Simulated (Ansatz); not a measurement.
Cost and result for the atomization energy of C₃H₇BS, SMILES `B/C=C(\C)S` (12 atoms, 11 bonds).

Z-matrix (Å, degrees):
```
C
C 1 1.491
H 1 1.087 2 110.9
H 1 1.094 2 110.2 3 -120.8
H 1 1.094 2 110.3 3 120.8
C 2 1.357 1 125.9 3 0.3
S 2 1.745 1 116.3 3 -179.7
B 6 1.516 2 125.3 1 -0.0
H 6 1.090 2 115.7 1 180.0
H 7 1.342 2 97.7 1 0.1
H 8 1.197 6 119.7 2 179.9
H 8 1.198 6 122.3 2 -0.1
```

Total charge 0; spin multiplicity 1. The structure was optimised at the PBE0-D4/def2-TZVP level. It is one conformer, not always the lowest. Program: Ansatz. All runs use 4 threads of a server CPU on a shared host. Times are those of one run each, without the atoms' runs, and a repeat can differ threefold. Electronic energies, without spin–orbit coupling; frozen cores. CCSD(T)/CBS adds CCSD(T) − MP2 in def2-TZVPP to the MP2 limit, and its time is that of the two runs behind it. T1 = 0.013. B3LYP takes the VWN-RPA correlation (the form of Gaussian; ORCA's B3LYP/G).

CCSD(T)/CBS is a level of theory with its own doubt, some kJ/mol a heavy atom from the limit and from the frozen cores, so smaller differences don't rank the functionals.

```
                            level  functions  wall time
           LDA (SPW92)/def2-TZVPP        264      2.2 s
               PBE0-D4/def2-TZVPP        264      5.5 s
                 CCSD(T)/def2-SVP        109      8.5 s
B3LYP-D4/def2-TZVPP (with forces)        264        9 s
            r2SCANh-D4/def2-TZVPP        264        9 s
                B2PLYP/def2-TZVPP        264       11 s
              PBE-QIDH/def2-TZVPP        264       11 s
               ωB97X-V/def2-TZVPP        264       14 s
                B97M-V/def2-TZVPP        264       17 s
 ωB97M-V/def2-TZVPP (with forces)        264       20 s
                   MP2/def2-QZVPP        508       46 s
               CCSD(T)/def2-TZVPP        264    4.4 min
                CCSD(T)/CBS(def2)          –    5.1 min
```

Task: What atomization energy does each give, and how far from CCSD(T)/CBS? (Estimate.)

Result: Computed: 
```csv
level,atomization (kJ/mol),difference from CCSD(T)/CBS,per bond
LDA (SPW92)/def2-TZVPP,5264.7,672.7,61.2
PBE0-D4/def2-TZVPP,4654.2,62.2,5.7
CCSD(T)/def2-SVP,4396.1,-195.9,-17.8
B3LYP-D4/def2-TZVPP (with forces),4625.0,33.0,3.0
r2SCANh-D4/def2-TZVPP,4620.1,28.1,2.5
B2PLYP/def2-TZVPP,4569.7,-22.3,-2.0
PBE-QIDH/def2-TZVPP,4607.1,15.1,1.4
ωB97X-V/def2-TZVPP,4613.0,21.0,1.9
B97M-V/def2-TZVPP,4646.2,54.2,4.9
ωB97M-V/def2-TZVPP (with forces),4628.3,36.3,3.3
MP2/def2-QZVPP,4618.5,26.5,2.4
CCSD(T)/def2-TZVPP,4487.6,-104.4,-9.5
CCSD(T)/CBS(def2),4592.0,0.0,0.0
```

From r2SCAN to r2SCAN0 (25 % exact exchange), in def2-TZVPP and without D4, the atomization energy moves by −58.6 kJ/mol: exact exchange takes away binding that semilocal exchange gives to molecules. Leaving LDA and LC-ωPBE aside and taking each functional with its dispersion term where it has one, the values, not all of them listed here, spread over 214.9 kJ/mol, from BHLYP-D4 to PBE-D4. LDA lies +566.6 kJ/mol from PBE without D4, its usual overbinding. At CCSD(T), def2-SVP lies −196.0 kJ/mol from the extrapolated value and def2-TZVPP −104.4 kJ/mol: correlation converges slowly with the basis, and small sets miss more of it in the bonded molecule than in its fragments.
